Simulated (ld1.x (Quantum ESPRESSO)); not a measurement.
Building the TM potential for bismuth (Bi) (LDA (PZ), scalar-relativistic).

- Element: bismuth (Bi)
- Generator: ld1.x (Quantum ESPRESSO) 7.5
- Type: norm-conserving Troullier–Martins (Kleinman–Bylander form)
- Functional: LDA (PZ)
- Relativity: scalar-relativistic
- Frozen core: [Xe] 4f14
- Valence charge: 15
- Reference configuration: 5d10 6s2 6p2 (charge +1)
- Partial waves: 6s (bound): rc 1.50 bohr; 6p (bound): rc 2.55 bohr; 5d (bound): rc 1.25 bohr
- Local potential: the d channel
- Core correction: none

Poles of the logarithmic derivatives, all-electron (AE) and pseudo (PS). s: poles at -0.8 (AE) and -0.8 (PS) Ry. p: poles at 0.8 (AE) and -2.1, 0.8 (PS) Ry. d: poles at -2.5, 3.4 (AE) and -2.5, 3.3 (PS) Ry. Test radius 2.75 bohr.

* Cutoffs needed: 90 Ry and 160 Ry (the cutoffs (Ry, on a coarse ladder) from which the occupation-weighted sum of valence levels, in a spherical-Bessel basis at the reference potential, stays within 10 and 1 mRy of its value at 400 Ry)
* Ghost test: ghost states, extra bound levels that the all-electron valence spectrum of the same l lacks: s at -78.1 eV, p at -29.3 eV; a true bound ghost makes a file unfit for plane-wave use (spherical-Bessel basis up to 400 Ry, 20 bohr box)
* Largest excitation error: -19 meV (all-electron minus pseudo) for 5d10 6s2 6p0, out of 7 test configurations
